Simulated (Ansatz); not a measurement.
`C/C=C/C(F)(F)F` + H₂ → `C=CC(F)(F)F` + CH₄ at 500 K and 1 bar (hydrogenolysis of a C–C bond).

Isolated molecules relaxed with PBE0-D4/def2-TZVP in Ansatz; ΔE leaves out vibrations. CBS: MP2 limit from def2 TZ/QZ plus the TZ coupled-cluster correction, frozen cores. This one scheme is used for every species.

```csv
species,CCSD(T)/CBS energy (Eh),H − E (kJ/mol),S (J/(mol·K))
`C/C=C/C(F)(F)F`,-454.58673,273.6,420.2
H₂,-1.17544,41.0,145.5
`C=CC(F)(F)F`,-415.32046,190.2,372.0
CH₄,-40.46206,135.6,206.8
```

H − E and S are ideal-gas, rigid-rotor, harmonic terms from PBE0-D4/def2-TZVP. For small species the MP2-based limit differs from directly extrapolated CCSD(T) by up to some mEh (0.8 for H₂); such offsets cancel only in part. 1 Eh = 2625.50 kJ/mol, R = 8.31446 J/(mol·K).

Problem. By hand: ΔE, ΔH, ΔS and ΔG.

Solution. ΔE = (-415.32046) + (-40.46206) − (-454.58673) − (-1.17544) = -0.02035 Eh = -53.4 kJ/mol. Δ(H − E) = 190.2 + 135.6 − 273.6 − 41.0 = 11.2, so ΔH = -42.2 kJ/mol. ΔS = 372.0 + 206.8 − 420.2 − 145.5 = 13.1 J/(mol·K). ΔG = -42.2 − 500 × (13.1)/1000 = -48.8 kJ/mol.

Problem. By hand: the equilibrium constant, and the temperature at which ΔG would vanish if ΔH and ΔS stayed fixed.

Solution. log₁₀ K = −ΔG/(RT ln 10) = 5.1. ΔH and −TΔS have one sign here, so there is no such temperature.

The number of gas molecules stays the same, so ΔS is small and ΔH decides. A doubt of 5 kJ/mol in ΔE shifts log₁₀ K by 0.5 here. These are equilibria of isolated gas molecules and say nothing of rates. Largest T1 diagnostic: 0.012 (customary marks: 0.02 for closed shells, 0.045 for open ones).
